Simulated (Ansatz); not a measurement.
Ideal-gas functions of ClFH₂SeSn, SMILES `[F][SnH]([Cl])[SeH]` at 800 K and 1 bar, from an Ansatz frequency run at PBE0-D4/def2-TZVP.

Molar mass 254.14 g/mol, point group C1 (symmetry number 1), electronic degeneracy 1, moments of inertia 183.894, 494.351, 605.159 u Å². Harmonic wavenumbers (cm⁻¹, unscaled): 70, 115, 130, 150, 256, 383, 526, 557, 628, 656, 1988, 2441.

Use S(trans) = R[1.5 ln M + 2.5 ln T − 1.1517]; rotational temperatures θ = 24.2544 K / I; S(rot) = R[ln(√π/σ · √(T³/θAθBθC)) + 1.5]; for each mode x = 1.438777 ν̃/T, S = R[x/(eˣ − 1) − ln(1 − e⁻ˣ)] and H = RT x/(eˣ − 1); 1 cm⁻¹ = 0.0119627 kJ/mol; R = 8.31446 J/(mol·K).

Q: By hand: the entropy, in J/(mol·K).

A: Translation 198.4. Rotation: θ = 0.1319, 0.0491, 0.0401 K, giving 134.9. Vibration, mode by mode: 25.55, 21.43, 20.42, 19.23, 14.84, 11.58, 9.08, 8.64, 7.73, 7.41, 1.09, 0.56, in all 147.6. Electronic 0.0. Sum 480.9 J/(mol·K).

Q: By hand: H − E and G − E in kJ/mol, counted from the electronic energy.

A: Zero-point energy ½ × 7900 × 0.0119627 = 47.3; thermal vibration 49.8; translation, rotation and pV give 4 RT = 26.6. H − E = 123.7 kJ/mol, and G − E = 123.7 − 800 × 480.9/1000 = -261.0 kJ/mol.

Vibration gives 31 % of the entropy, 67.4 J/(mol·K) of it from the modes under 150 cm⁻¹: soft modes count most, and the harmonic formula is weakest for them. The sum counts one conformer and one mirror image; others add a mixing term.
